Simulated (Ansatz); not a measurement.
`O[BH][AlH2]` + `C1N[SiH2]1` → `[AlH2][N]1C[SiH2]1` + `BO` at 700 K and 1 bar (cleavage of the Al–B bond).

Calculated with Ansatz (gas phase, PBE0-D4/def2-TZVP geometries, no zero-point term in ΔE). CBS: MP2 limit from def2 TZ/QZ plus the TZ coupled-cluster correction, frozen cores. This one scheme is used for every species. Each species was taken in one conformer, which may not be the lowest.

```json
{"species": "`O[BH][AlH2]`", "CCSD(T)/CBS energy (Eh)": "-344.38728", "H − E (kJ/mol)": "161.6", "S (J/(mol·K))": "379.0"}
{"species": "`C1N[SiH2]1`", "CCSD(T)/CBS energy (Eh)": "-384.79623", "H − E (kJ/mol)": "206.6", "S (J/(mol·K))": "348.7"}
{"species": "`[AlH2][N]1C[SiH2]1`", "CCSD(T)/CBS energy (Eh)": "-627.44019", "H − E (kJ/mol)": "238.8", "S (J/(mol·K))": "439.8"}
{"species": "`BO`", "CCSD(T)/CBS energy (Eh)": "-101.80414", "H − E (kJ/mol)": "126.4", "S (J/(mol·K))": "277.4"}
```

H − E and S are ideal-gas, rigid-rotor, harmonic terms from PBE0-D4/def2-TZVP, for one conformer and one mirror image of each species. 1 Eh = 2625.50 kJ/mol, R = 8.31446 J/(mol·K).

**Question.** By hand: ΔE, ΔH, ΔS and ΔG.

**Answer.** ΔE = (-627.44019) + (-101.80414) − (-344.38728) − (-384.79623) = -0.06082 Eh = -159.7 kJ/mol. Δ(H − E) = 238.8 + 126.4 − 161.6 − 206.6 = -3.0, so ΔH = -162.7 kJ/mol. ΔS = 439.8 + 277.4 − 379.0 − 348.7 = -10.5 J/(mol·K). ΔG = -162.7 − 700 × (-10.5)/1000 = -155.3 kJ/mol.

**Question.** By hand: the equilibrium constant, and the temperature at which ΔG would vanish if ΔH and ΔS stayed fixed.

**Answer.** log₁₀ K = −ΔG/(RT ln 10) = 11.6. ΔG = 0 at ΔH/ΔS = 15495 K, far beyond where these terms or the molecules hold.

The number of gas molecules stays the same, so ΔS is small and ΔH decides. A doubt of 5 kJ/mol in ΔE shifts log₁₀ K by 0.4 here. Other conformers and mirror images would add mixing entropy, several J/(mol·K) or more a flexible species. These are equilibria of isolated gas molecules and say nothing of rates. Largest T1 diagnostic: 0.014 (customary marks: 0.02 for closed shells, 0.045 for open ones).
